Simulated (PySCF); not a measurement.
H₅P₂, SMILES P[PH3+], charge +1.

Geometry optimised at PBE-D3(BJ)/def2-TZVP. The isomer is the one that the SMILES or the coordinates give; other isomers of the formula were not compared.

Two levels are set side by side: TDDFT-PBE/def2-SVPD (PySCF) and TDDFT-B3LYP/def2-SVPD (PySCF). Vertical, same geometry. The lowest singlet is HOMO→LUMO 91 % with PBE and HOMO→LUMO 91 % with the other functional; states are paired by order. Differences are taken from unrounded values.

```json
[
 {"quantity": "lowest singlet excitation (eV)", "TDDFT-PBE": "6.12"},
 {"quantity": "lowest triplet excitation (TDA) (eV)", "TDDFT-PBE": "4.86"},
 {"quantity": "first bright state (f over 0.05) (eV)", "TDDFT-PBE": "6.12"},
 {"quantity": "its oscillator strength", "TDDFT-PBE": "0.07"}
]
```

**Question.** These are the TDDFT-PBE values. What does TDDFT-B3LYP give? (Estimate from the structure and the level; the computed values follow.)

**Answer.** 
```csv
quantity,TDDFT-B3LYP,TDDFT-PBE minus TDDFT-B3LYP
lowest singlet excitation (eV),6.31,-0.19
lowest triplet excitation (TDA) (eV),5.00,-0.14
first bright state (f over 0.05) (eV),6.31,-0.19
its oscillator strength,0.09,-0.01
```

Functionals without exact exchange tend to place singlet excitations lower, as here. Differences between two approximate levels are no errors against the true value.

Rough cost on one machine, each run with all the roots and properties that it gave: TDDFT-B3LYP against TDDFT-PBE about 2 times.
